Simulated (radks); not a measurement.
Initial-state core-level shifts of the nickel ion Ni+ when its valence configuration changes from [Ar] 3d9. Calculated with a radial shooting solver on a logarithmic mesh with Libxc functionals: non-relativistic Kohn-Sham, PBEsol, spin-unpolarised, spherical densities, point nucleus. Shifts are changes of the shell-averaged eigenvalues in eV (positive: less bound); the change of the density at the nucleus, which sets a Mossbauer isomer shift, is in e/bohr^3, on a base of 1.492e+04.

valence               1s       2s       3s       3p  density at nucleus
3d7 4s2          -13.521  -15.037  -13.188  -12.877             +18.916
3d8 4s1           -6.052   -6.706   -6.043   -5.905              +8.050
3d8 4p1           -7.646   -8.209   -7.648   -7.509              +1.152
3d8.5 4s0.5       -2.841   -3.143   -2.868   -2.804              +3.712
3d7 4s1 4p1      -15.073  -16.526  -14.737  -14.421             +11.245
3d6 4s2 4p1      -23.775  -26.320  -22.677  -22.163             +24.489
3d6.5 4s0.5 4p2  -20.719  -22.644  -20.056  -19.636              +8.823
